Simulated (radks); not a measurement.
Species: Cd. Configuration: [Kr] 4d10 5s2.

Method: scalar-relativistic Kohn-Sham, BP86, spin-polarised, spherical densities, finite nucleus; Fermi nuclear charge, rms radius 4.6087 fm; computed with a radial shooting solver on a logarithmic mesh with Libxc functionals.

Energy parts (hartree):
| part | energy |
|---|---|
| total | -5595.58568 |
| kinetic | 5822.33000 |
| electron-nucleus | -13527.73552 |
| Hartree | 2265.17969 |
| exchange-correlation | -155.35986 |

Orbitals (lengths in bohr, moments of r in powers of bohr; r(90%) holds 90 % of the orbital's charge):
orbital	occ.	eigenvalue (hartree)	<r>	r(90%)
1s	2	-974.9449	0.03040	0.0546
2s	2	-144.7462	0.1316	0.203
2p	6	-129.8865	0.1148	0.187
3s	2	-26.98207	0.3583	0.527
3p	6	-22.10707	0.3571	0.537
3d	10	-14.47531	0.3347	0.529
4s	2	-3.89739	0.8787	1.28
4p	6	-2.46539	0.9599	1.42
4d	10	-0.43543	1.291	2.07
5s	2	-0.21502	2.881	4.37
5p	0	-0.04684	4.421	7.08

The highest occupied level is 5s at -5.851 eV. For comparison, the ionisation energy in NIST's Atomic Spectra Database is 8.994 eV (measured). In exact Kohn-Sham theory the highest level is minus the ionisation energy, but local and semilocal functionals leave it too shallow, through self-interaction and a potential that decays too fast; potentials with the right tail come closer. Summed over all electrons, <r^2> = 50.33 bohr^2, which gives a Langevin (diamagnetic) susceptibility term of -39.9 x 10^-6 cm^3/mol. The density falls to 0.001 e/bohr^3 at r = 4.38 bohr.
